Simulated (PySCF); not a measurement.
An unknown gives this computed stick spectrum. Theory: PySCF, TDDFT B3LYP/def2-SVPD, vertical, gas phase, core orbitals frozen in the response. Geometries: GFN2-xTB, one conformer each.

```csv
state,E (eV),λ (nm),f
S1,4.51,274.9,0.0053
S2,5.22,237.6,0.0032
S3,5.75,215.6,0.0068
S4,5.90,210.2,0.0019
S5,6.31,196.5,0.022
S6,6.45,192.3,0.0042
S7,6.48,191.3,0.0078
S8,6.66,186.3,0.0013
```

Triplets computed (Tamm–Dancoff): 4.35, 5.01, 5.69 eV.

Orbital energies (eV): HOMO-3 -9.24, HOMO-2 -8.46, HOMO-1 -6.99, HOMO -6.24, LUMO -0.69, LUMO+1 0.43, LUMO+2 0.69.

Question: Which candidate is it?
A. `[SiH2]([SiH2]N)NCC=C`
B. `CC[C@H]([SiH3])S[SiH3]`
C. `CCCN1[SiH2]N[SiH2]1`

Answer: C. Its S1, at 4.51 eV, is the lowest among the candidates; the nearest of the others has S1 at 4.89 eV. S1 is HOMO→LUMO (99%). Löwdin shares by element: HOMO nitrogen 64%, carbon 15% or more (atoms not listed hold the other 21%); LUMO silicon 40%, nitrogen 15% (atoms not listed hold the other 45%). At the same level the other candidates give, for their lowest levels:
- `CC[C@H]([SiH3])S[SiH3]`: 5.27 eV (f 0.004); 5.48 eV (f 0.017); 5.81 eV (f 0.000); 6.27 eV (f 0.024); 6.46 eV (f 0.006); T1 4.97 eV; HOMO -6.46, LUMO -0.17 eV
- `C=CCN[SiH2][SiH2]N`: 4.89 eV (f 0.003); 5.33 eV (f 0.004); 5.61 eV (f 0.062); 6.01 eV (f 0.007); 6.21 eV (f 0.004); T1 4.47 eV; HOMO -6.52, LUMO -0.72 eV

Conformer computed: `[CH3:1][CH2:2][CH2:3][N:4]1[SiH2:5][NH:6][SiH2:7]1`: C1–C2–C3–N4 62°, C2–C3–N4–Si5 64°.
